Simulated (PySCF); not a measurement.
H₆Se₂Si₂, SMILES [SeH][SiH2][SiH2][SeH] at its CAM-B3LYP/def2-SVP optimised geometry (Å):

```
10

Se     1.8154    -2.1685    -0.5439
Si     1.1731    -0.0340     0.0000
Si    -1.1718    -0.0340     0.0000
Se    -1.8152     2.1685     0.0000
H      3.2300    -1.9312    -0.2237
H      1.6889     0.9584    -0.9830
H      1.6841     0.3349     1.3480
H     -1.6827    -0.7244     1.2152
H     -1.6873    -0.7531    -1.1976
H     -3.2300     1.8587     0.2494
```

Computed with PySCF 2.14.0 with CAM-B3LYP/def2-TZVP.

Map of the Laplacian of the electron density (e/bohr⁵), clipped to [-1.50, 1.50] on the plane z = 0.6 Å:

```
|                             |
|                             |
|                             |
|                             |
|                             |
|                             |
|       .....                 |
|      .... ..                |
|     ....@@ .                |
|    ..  .@@ .                |
|     . ... ..                |
|     .....  .    ..          |
|        ..      .  .         |
|          .-.   .:  .        |
|        . :@-   -@: .        |
|        .  -.   .=.          |
|        .       .. .         |
|         ....     ...        |
|                 ......      |
|                 ......      |
|                 ......      |
|                 ....        |
|                             |
|                             |
|                             |
|                             |
|                             |
|                             |
|                             |
```
Scale: ten equal steps from -0.130 (start of ' ') to 1.50 (end of '@'), in the order ' .:-=+*#%@'; x runs from -5.50 to 5.50, y from -5.50 (bottom) to 5.50 (top).
